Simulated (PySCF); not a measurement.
C6H6O, SMILES C=C=C1C=COC1. Geometry optimised at B3LYP-D3(BJ)/def2-SVP. This is a generated structure with no PubChem entry under its InChIKey; it may be hypothetical. Other conformers were not sampled.

### Question
Give the equilibrium geometry at B3LYP-D3(BJ)/def2-SVP (PySCF confirms it by a frequency run) as bond lengths and angles, and its point group. (An estimate is asked for; the answer gives what the named calculation found.)

### Answer
One answer among several that fit: point group Cs.
Atoms: C1 C2 C3 C4 C5 O6 C7 H8 H9 H10 H11 H12 H13. Bonded distances (Å): C1–C2 1.309, C1–H8 1.098, C1–H9 1.098, C2–C3 1.318, C3–C4 1.466, C3–C7 1.530, C4–C5 1.348, C4–H10 1.087, C5–O6 1.355, C5–H11 1.090, O6–C7 1.440, C7–H12 1.102, C7–H13 1.102. Bond angles (°): C2–C1–H8 121.8, C2–C1–H9 121.8, H8–C1–H9 116.3, C1–C2–C3 179.5, C2–C3–C4 129.5, C2–C3–C7 126.0, C4–C3–C7 104.4, C3–C4–C5 107.3, C3–C4–H10 125.7, C5–C4–H10 126.9, C4–C5–O6 115.1, C4–C5–H11 129.9, O6–C5–H11 115.0, C5–O6–C7 107.7, C3–C7–O6 105.5, C3–C7–H12 112.7, C3–C7–H13 112.7, O6–C7–H12 108.5, O6–C7–H13 108.5, H12–C7–H13 108.6.
Charge 0, spin multiplicity 1.
